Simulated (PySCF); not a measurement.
## ³¹P chemical shifts

Rapidly exchanging positions averaged, non-relativistic, one conformer, no solvent. Coordinates at the GFN2-xTB level; σ from GIAO-PBE0/pcSseg-1; PySCF.

Shieldings were converted by a linear fit to measured shifts: ³¹P: δ = 270.09 − 0.828σ (rms 18.1 ppm, 64 shifts vs H3PO4, solution or neat liquid). A few per cent of atoms miss by over 2 rms, more outside the fitted compound classes.

(1) Give the ³¹P shifts of `PP1CCCCC1`.

(2) Order these by ³¹P shift, lowest first.
A. C=P(C)(C)[C@H](C)CC
B. CNP1N(C)CCN1C
C. CC[C@H](C#N)CN[SiH2]P

Answers

(1) 
```json
{"compound": "[PH2:1][P:2]1[CH2:3][CH2:4][CH2:5][CH2:6][CH2:7]1", "environment": "P2: phosphorus bonded to 2 C, P, in a 6-membered ring", "δ (ppm)": "-54.5"}
{"compound": "[PH2:1][P:2]1[CH2:3][CH2:4][CH2:5][CH2:6][CH2:7]1", "environment": "P1: phosphorus bonded to P, 2 H", "δ (ppm)": "-184.8"}
```

(2) C (-252.5 ppm, phosphorus bonded to Si, 2 H), A (1.0 ppm, phosphorus bonded to 4 C), B (102.4 ppm, phosphorus bonded to 3 N, in a 5-membered ring).
